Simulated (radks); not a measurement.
Species: the cadmium ion Cd0.5+. Configuration: [Ne] 3s1.5 3p6 3d10 4s2 4p6 4d10 5s2 (fractional occupations, a model configuration). Method: Dirac Kohn-Sham, PBEsol, spin-unpolarised, spherical densities, point nucleus; computed with a radial shooting solver on a logarithmic mesh with Libxc functionals.

Spin-orbit splittings of the eigenvalues, e(l+1/2) - e(l-1/2), with zeta = 2 splitting/(2l+1) and mean radii in bohr:

| shell | occ. | splitting (eV) | zeta (eV) | <r> j=l-1/2 | <r> j=l+1/2 |
|---|---|---|---|---|---|
| 2p | 6 | 192.4 | 128.3 | 0.1112 | 0.1164 |
| 3p | 6 | 34.63 | 23.09 | 0.3484 | 0.3593 |
| 3d | 10 | 7.061 | 2.824 | 0.3309 | 0.3343 |
| 4p | 6 | 6.038 | 4.026 | 0.9270 | 0.9575 |
| 4d | 10 | 0.7597 | 0.3039 | 1.223 | 1.241 |
